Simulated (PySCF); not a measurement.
Predicted microwave data (PBE0/pcSseg-1 in PySCF (dipole) on a GFN2-xTB geometry, gas phase) for one isomer of C7H10F2O:

| Item | Value |
| --- | --- |
| Rotational constants | A = 1867, B = 1032, C = 879.5 MHz |
| Dipole components | \|μa\| = 1.70 D, \|μb\| = 1.70 D, \|μc\| = 0.23 D |
| Inertial defect | -185.65 u·Å² |
| κ | -0.69 |

Problem. Which structure is it? (One computed conformer of each.)
A. `[F:1][CH2:2][C@@H:3]1[CH2:4][CH:5]=[CH:6][C@@H:7]([CH2:8][F:9])[O:10]1` with F1–C2–C3–C4 -62°, C6–C7–C8–F9 49°, C2–C3–C4–C5 -168°, C3–C4–C5–C6 20°, C5–C6–C7–C8 -118°, C6–C7–O10–C3 -41°
B. `C[C@]12O[C@H](C[C@H]1F)C[C@@H]2F`
C. `[CH3:1][C:2]1=[CH:3][C@@H:4]([CH2:5][F:6])[O:7][C@H:8]1[CH2:9][F:10]` with C3–C4–C5–F6 46°, O7–C8–C9–F10 -165°, C2–C3–C4–C5 -114°, C3–C4–O7–C8 -13°, C4–O7–C8–C9 -108°, C1–C2–C8–O7 173°
D. `[CH3:1][C@@H:2]([F:3])[C@H:4]1[CH:5]=[CH:6][C@@H:7]([CH2:8][F:9])[O:10]1` with C1–C2–C4–C5 -172°, C6–C7–C8–F9 -73°

Solution. C. It is CC1=C[C@@H](CF)O[C@H]1CF, an asymmetric top, point group C1. The candidates at the same level (rigid rotor, commonest isotopes):

| SMILES | A (MHz) | B (MHz) | C (MHz) | μa (D) | μb (D) | μc (D) | Δ (u·Å²) | point group | rotor |
| --- | --- | --- | --- | --- | --- | --- | --- | --- | --- |
| C[C@@H](F)[C@H]1C=C[C@@H](CF)O1 | 2206 | 918.9 | 828.3 | 2.29 | 1.49 | 0.22 | -168.95 | C1 | asymmetric top |
| CC1=C[C@@H](CF)O[C@H]1CF | 1867 | 1032 | 879.5 | 1.70 | 1.70 | 0.23 | -185.65 | C1 | asymmetric top |
| C[C@]12O[C@H](C[C@H]1F)C[C@@H]2F | 1610 | 1466 | 1427 | 1.86 | 0.00 | 0.48 | -304.47 | Cs | asymmetric top |
| FC[C@@H]1CC=C[C@@H](CF)O1 | 2063 | 915.1 | 786.4 | 1.84 | 0.73 | 1.52 | -154.66 | C1 | asymmetric top |

`C[C@]12O[C@H](C[C@H]1F)C[C@@H]2F` has C 62 % too high; `FC[C@@H]1CC=C[C@@H](CF)O1` has B 11 % too low; `C[C@@H](F)[C@H]1C=C[C@@H](CF)O1` has A 18 % too high. No structure here is proved a minimum.
